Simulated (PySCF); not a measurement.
GeHF2Cl, SMILES [F][GeH]([F])[Cl].

Geometry: B3LYP-D3(BJ)/def2-SVP.

Computed with PySCF with B3LYP/def2-TZVPD.

Isolated molecule, no solvent.

Computed frontier levels, gap, dipole moment and polarisability:
- highest occupied level: -9.74 eV
- lowest empty level: -1.57 eV
- orbital gap: 8.17 eV
- dipole moment: 2.24 D
- quadrupole, principal values (traceless, Buckingham form, about the centre of nuclear charge): -3.81, -2.01, 5.82 D·Å
- mean static polarisability: 43.6 bohr³ (6.45 Å³)
- polarisability, principal values: 39.3, 39.7, 51.7 bohr³
